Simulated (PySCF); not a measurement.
## ScF3, singlet: structure and spectrum

Level of theory: B3LYP in PySCF with Sc def2-TZVP, F def2-TZVP; no relativity; density-fitted integrals.

The structure is a minimum.

Coordinates in bohr (charge 0 multiplicity 1):
```
Sc    0.0000    0.0000    0.0000
F     3.4933    0.0000    0.0000
F    -1.7467    3.0253    0.0000
F    -1.7467   -3.0253    0.0000
```

| Quantity | Value |
| --- | --- |
| Point group | D3h |
| Bond lengths | Sc–F 1.849 Å (×3) |
| Bond angles | F–Sc–F 120.0° (×3) |
| Zero-point energy | 14.8 kJ/mol |
| Lowest empty level | -3.13 eV |
| Entropy at 298.15 K and 1 bar | 300.4 J/(mol K) |
| Principal quadrupole moments (Buckingham, traceless) about the centre of mass | -7.04, -7.04, 14.08 D Å |
| Dipole moment | 0.00 D |
| Rotational constants | 0.1731, 0.1731, 0.08655 cm⁻¹ |
| Highest occupied level | -10.90 eV |
| Enthalpy at 298.15 K above 0 K | 16.08 kJ/mol |
| Rotational symmetry number | 6 |
| Principal polarisabilities | 16.8, 28.6, 28.6 bohr³ |
| Atomisation energy without zero-point energy | 1870 kJ/mol |
| Heat capacity Cp at 298.15 K | 68.0 J/(mol K) |

Harmonic modes (masses in u: Sc 44.956, F 18.998):
```tsv
symmetry	ω (cm⁻¹)	IR (km/mol, summed over degenerate members)	type
a2''	88	122	bend
e'	167	30.4	bend
a1'	620	0.0	stretch
e'	719	589	stretch
```

In D3h the vibrations span a2'' + 2e' + a1'. The a1' mode carries no infrared intensity, as symmetry demands.

Charges (e):
```tsv
atom	Mulliken	Löwdin	polar tensor	Mayer order to Sc1
Sc1	1.51	0.66	2.39	–
F2,3,4	-0.50	-0.22	-0.80	0.89
```

Mulliken populations on Sc1: s 6.08, p 12.21, d 1.10, f 0.11.

Outer orbital energies (eV). occupied: -11.93, -11.92, -11.42, -11.42, -11.14, -10.99, -10.99, -10.90; empty: -3.13, -1.85, -1.85, -0.12.

Formally Sc is in oxidation state +3, d0. The polar-tensor charge on Sc, 2.39, is below the formal one.

This need not be the most stable arrangement of these atoms.

The final relaxation and frequency run took 24 s on 4 threads of a shared Arm Neoverse V2 host, with 138 basis functions and 7 gradients; the process peaked at 1.4 GiB. Launch command: `OMP_NUM_THREADS=4 python axn.py task.json out`.
